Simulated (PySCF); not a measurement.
Mapped SMILES: `[OH:1][SiH2:2][CH2:3][Cl:4]` (H(Xn): hydrogen on atom n).

[PySCF 2.14: structure optimised with PBE0-D3(BJ)/def2-SVP; PBE0/pcSseg-1 with gauge-including orbitals; fast rotation and ring inversion assumed for equivalent nuclei; one computed conformer; isolated molecule; no relativistic terms]

Shifts are taken against calculated references (same method and geometry level): TMS for $^{13}$C (184.41 ppm) and $^{1}$H (31.27 ppm) and $^{29}$Si (351.99 ppm); $^{17}$O (334.56 ppm) against H2O; HCl for $^{35}$Cl (943.27 ppm).

```csv
atoms,nucleus,count,Hirshfeld charge,δ (ppm)
H(C3),$^{1}$H,2,0.05,2.85
C3,$^{13}$C,1,-0.13,?
H(Si2),$^{1}$H,2,-0.08,4.83
Cl4,$^{35}$Cl,1,-0.06,0
Si2,$^{29}$Si,1,0.39,-19.8
H(O1),$^{1}$H,1,0.16,?
O1,$^{17}$O,1,-0.31,11.1
```

**Question.** Complete the table.

**Answer.** 
- C3: 35.4 ppm, sp3 CH2 bonded to Cl and Si; the inductive effect lowers its shielding
- H(O1): 1.61 ppm, hydrogen on an oxygen bonded to Si; labile proton, position sensitive to the medium

OH/NH shifts are gas-phase values; hydrogen bonding in solution moves them, usually downfield. Carbons that carry Cl, above all several Cl atoms, come out too deshielded, partly because spin–orbit coupling is missing. Shifts are as computed. Against solution values, carbons near 30 ppm lie about +2 ppm off and those near 130 ppm about +5 ppm; carbons on Cl a further +5 ppm. Of 1211 compounds with measured shifts, 218 miss one by over three times the rms of a fit or turn the order of signals round; such compounds aren't used in these exercises. Experimental scales use liquid or dissolved standards, which lie at an offset from isolated H2O (liquid H2O: subtract about 36 ppm).
